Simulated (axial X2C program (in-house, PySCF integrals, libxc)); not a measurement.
## Nuclear properties of SeSH

Calculated with an in-house all-electron X2C program for linear molecules (integrals from PySCF): two-component X2C with atomic mean-field Coulomb and Gaunt terms, Gaussian nuclei, basis Se dyall-v3z, S dyall-av3z, H dyall-v3z with contracted cores.

Se–S–H held linear, with bonds 2.276 and 1.415 Å (near the PBE0 minimum at charge 0 of the determinant lowest at the starting distance; the state shown can have its own minimum elsewhere, held linear; other orders of the atoms were not compared).

Determinant lowest in the PBE0 search, Ω = 3/2 (⟨Sz⟩ = 1.47, ⟨Lz⟩ = 0.03 at PBE0), spin on the atoms Se 0.94, S 0.39, H 0.14:

```
level  Eeff magnitude (GV/cm)  Ws magnitude Se (kHz)  A∥/gI Se (MHz)  qzz Se (a.u.)  A∥/gI S (MHz)  qzz S (a.u.)  A∥/gI H (MHz)  qzz H (a.u.)  μ (D)
 PBE0                    2.58                  0.772            52.3           1.61            309          1.71           29.1          0.17  -0.06
   HF                    2.97                  0.882             406           1.95            126          1.63           29.3          0.17   0.29
  LDA                    2.26                  0.665             102           1.99            303          1.65           26.6          0.17   0.21
```

Eeff is the effective electric field on the electron electric dipole moment in this Ω state and Ws the scalar–pseudoscalar constant of the nucleus named (defined with the proton number Z and per Ω); A∥ (defined per Ω) follows by multiplying with gI = μI/(I μN); qzz is the electric field gradient, eQq0 = 234.96 MHz × Q/barn × qzz; μ is positive if the H end (last atom) is positive. The operators were transformed with the bare-nucleus X2C matrices; with these basis sets, hyperfine constants and field gradients can be off by tens of per cent, and where levels differ in sign neither size nor sign is settled.

(1) With Q(33S) = -0.0694 barn, gI(1H) = 5.5857 (g factors from the IAEA table of nuclear moments by Stone; Q from Pyykkö, Mol. Phys. 2018), turn the PBE0 values of the first state into constants in MHz.

The molecule was held linear; bending was not examined, so a bent shape may lie lower. Hydrosulfides and their kin are strongly bent in nature, so this linear model does not describe the real molecule.

Each state is one determinant with collinear spin, which with several unpaired electrons need not be a pure state. Unrestricted Hartree–Fock can overshoot spin polarisation at the nuclei. This is the top spin component of a Σ state; components of lower Ω are not single determinants and can lie lower. With several open shells hyperfine constants can be off by a factor of several. The search compared states at one distance, so a state with another bond length can lie lower. Further determinants of the search, some of them spin-mixed, are not shown. Where a field gradient or hyperfine factor spreads by more than a factor of two over the levels, a constant derived from it is not to be relied on.

Results:

(1) eQq0(33S) = 234.96 × (-0.0694) × (1.71) = -27.9 MHz; A∥(1H) = 29.1 × 5.5857 = 163 MHz.
